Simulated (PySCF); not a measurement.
How methods differ on the excitation energy of Cl

Cl [Ne] 3s2 3p5 (2P) → Cl [Ne] 3s1 3p6 (2S), as a difference of total energies. Computed with PySCF 2.14 in x2c-QZVPPall, with the spin-free X2C one-electron Hamiltonian (Gaussian nucleus). Correlated levels: valence: [Ne] frozen; valence and next inner shell: 1s2 frozen. The calculations carry no spin-orbit coupling.

```tsv
method	excitation energy (eV)	error (eV)
UHF	15.581	+4.995
LDA	11.936	+1.350
PBE	12.174	+1.588
PBE0	13.037	+2.451
r2SCAN	12.941	+2.355
MN15	12.357	+1.771
wB97X	13.151	+2.565
r2SCANh	13.176	+2.590
r2SCAN0	13.529	+2.943
ROHF	15.606	+5.020
MP2 (valence)	13.118	+2.532
SCS-MP2 (valence)	12.871	+2.285
MP2 (valence and next inner shell)	13.031	+2.445
SCS-MP2 (valence and next inner shell)	12.800	+2.214
```

Reference: 10.586 eV (measured; NIST levels, between the centres of gravity of the two terms).

Errors of the correlated levels include the incompleteness of this basis and the frozen core.

The upper state lies above the first ionisation limit, where it may autoionise and the basis confines it.

Every method misses the reference by a wide margin, which points to the basis or the choice of state and not to the methods.
